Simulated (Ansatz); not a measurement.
BH6NOSi can be A, `NB[SiH2]O`, or B, `BO[SiH2]N`.

Calculated with Ansatz (gas phase, PBE0-D4/def2-TZVP geometries, no zero-point term in ΔE). CBS: MP2 limit from def2 TZ/QZ plus the TZ coupled-cluster correction, frozen cores. DFT in def2-TZVPP. B3LYP here is the variant with VWN-RPA as its local correlation; programs differ in this. Each species was taken in one conformer, which may not be the lowest.

A:

```xyz
10

N    -0.328   -1.863    0.177
B     0.297   -0.671    0.508
Si   -0.323    1.086   -0.266
O     0.930    2.007   -0.849
H    -0.056   -2.756    0.557
H    -1.095   -1.928   -0.473
H     1.213   -0.733    1.285
H    -1.092    1.849    0.768
H    -1.236    0.904   -1.431
H     1.690    2.105   -0.275
```

B:

Z-matrix (Å, degrees):
```
Si
O 1 1.666
N 1 1.699 2 114.2
H 1 1.483 2 107.5 3 -120.2
H 1 1.479 2 105.2 3 118.4
B 2 1.344 1 132.0 3 114.0
H 3 1.006 1 121.7 2 -78.6
H 3 1.006 1 121.7 2 74.7
H 6 1.205 2 120.2 1 0.3
H 6 1.200 2 118.3 1 -179.6
```

Which is lower in electronic energy at CCSD(T)/CBS, and by how much? (Estimate.)

Ansatz gave: B, by 20.9 kcal/mol.

Give E(B) − E(A) in kcal/mol with PBE0-D4, B3LYP-D4, CCSD(T)/def2-SVP, BLYP-D4, PBE-D4, LDA (SPW92), B3LYP. (Estimate.)

Ansatz gave: PBE0-D4 -17.2, B3LYP-D4 -20.4, CCSD(T)/def2-SVP -19.4, BLYP-D4 -19.1, PBE-D4 -15.2, LDA (SPW92) -15.6, B3LYP -20.2. None reverses the order clearly.

Does the order hold for the free energy at 298.15 K (harmonic terms from PBE0-D4)? (Best estimate.)

The calculation gave: Yes: G(B) − G(A) = -22.0 kcal/mol, for one conformer each. Modes under 60 cm⁻¹, often nearly free rotors, make the harmonic entropy too high.

Largest T1 diagnostic: 0.013.

In def2-TZVPP, CCSD(T) changes the Hartree–Fock value by +5.9 kcal/mol (the triples alone add +0.7 kcal/mol) and MP2 by +4.3 kcal/mol. From BLYP to BHLYP (50 % exact exchange), in def2-TZVPP and without D4, E(B) − E(A) moves by −4.1 kcal/mol.
